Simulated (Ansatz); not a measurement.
CH$_{2}$O$_{2}$, charge -1, doublet, geometry from GFN2-xTB (a state made from the parent by changing its charge; the spin is typed, not shown lowest) (a gas-phase anion, which may not be bound at this level), atoms displaced at random by about 0.03 Å a coordinate; B3LYP/cc-pVDZ, gradient (Ansatz, a program for electronic structure).

Here is a job for Ansatz.
Ansatz 0.2 input:
```yaml
crystal:
  periodic: [false, false, false]
  atoms:
    - {symbol: O, position_ang: [0.87162095, -0.73220960, -0.04275030]}
    - {symbol: C, position_ang: [-0.44674139, -0.19859267, 0.20174615]}
    - {symbol: O, position_ang: [-0.56996799, 1.02905417, -0.05498245]}
    - {symbol: H, position_ang: [1.49541108, 0.03433796, -0.22825603]}
    - {symbol: H, position_ang: [-1.20963676, -0.94282663, -0.20166139]}
basis:
  gaussian:
    orbitals: cc-pVDZ
hamiltonian:
  xc: b3lyp
total_charge: -1
magnetization: {spin_polarized: true, initial_magnetization: 1}
output: {forces: true}
```

Output, abridged:

```
Functional definition: B3LYP
474 factors; integrals over basis functions are off by at most 1.4e-3 eV
mean field evaluation 1: about -5160.9058 eV, gradient 1.4e1 eV
mean field evaluation 2: about -5159.6878 eV, gradient 2.3e1 eV
mean field evaluation 4: about -5161.6862 eV, gradient 1.4e0 eV
mean field evaluation 8: about -5161.8242 eV, gradient 3.9e-2 eV
mean field evaluation 16: about -5161.8242 eV, gradient 5.3e-5 eV
mean field -5161.82424213 eV, -189.6935420882 hartree, gradient 5.3e-5 eV, S^2 0.752938; 0 other end points of the search recorded, 0 dependent functions left out
the calculation of the forces begins
reference -5161.82440876 eV, -189.6935482115 hartree; 13, 12 occupied and 39, 40 virtual orbitals, 474 factors
Total energy: -5161.82440876 eV, -189.6935482115 hartree
Atom 0 at     0.871621    -0.732210    -0.042750 Å, force     1.731502    -0.614781    -0.222328 eV/Å
Atom 1 at    -0.446741    -0.198593     0.201746 Å, force     0.292129     0.289954     0.722184 eV/Å
Atom 2 at    -0.569968     1.029054    -0.054982 Å, force    -0.496569     1.400822    -0.199550 eV/Å
Atom 3 at     1.495411     0.034338    -0.228256 Å, force    -1.408268    -0.595529     0.146775 eV/Å
Atom 4 at    -1.209637    -0.942827    -0.201661 Å, force    -0.118795    -0.480466    -0.447082 eV/Å
Dipole moment:     0.346184    -0.065335    -0.088214 e Å
```
